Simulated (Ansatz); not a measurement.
C2H8GeSi can be A, `C=C[SiH2][GeH3]`, or B, `[SiH3]/C=[CH]/[GeH3]`.

Computed with Ansatz on PBE0-D4/def2-TZVP structures; ΔE is electronic, products minus reactants. CCSD(T)/CBS is the MP2 limit (def2-TZVPP, def2-QZVPP) plus CCSD(T) − MP2 in def2-TZVPP, frozen cores. DFT in def2-TZVPP. B3LYP here is the variant with VWN-RPA as its local correlation; programs differ in this. For Ge outer-core shells are correlated without core-valence functions, which leaves a few kJ/mol of doubt a bond. Scalar relativity is left out up to krypton. One conformer a species, not always the lowest.

Q: Which isomer does CCSD(T)/CBS put lower? Give the gap. (Estimate.)

A: Computed: A, by 29.6 kJ/mol.

Q: Give E(B) − E(A) in kJ/mol with r2SCAN-D4, CCSD(T)/def2-TZVPP, B3LYP-D4, B2PLYP, HF/def2-TZVPP, B3LYP, PBE-D4. (Estimate.)

A: Ansatz gave: r2SCAN-D4 35.8, CCSD(T)/def2-TZVPP 27.2, B3LYP-D4 33.0, B2PLYP 29.1, HF/def2-TZVPP 24.3, B3LYP 33.0, PBE-D4 39.4. None reverses the order clearly.

Largest T1 diagnostic: 0.012.
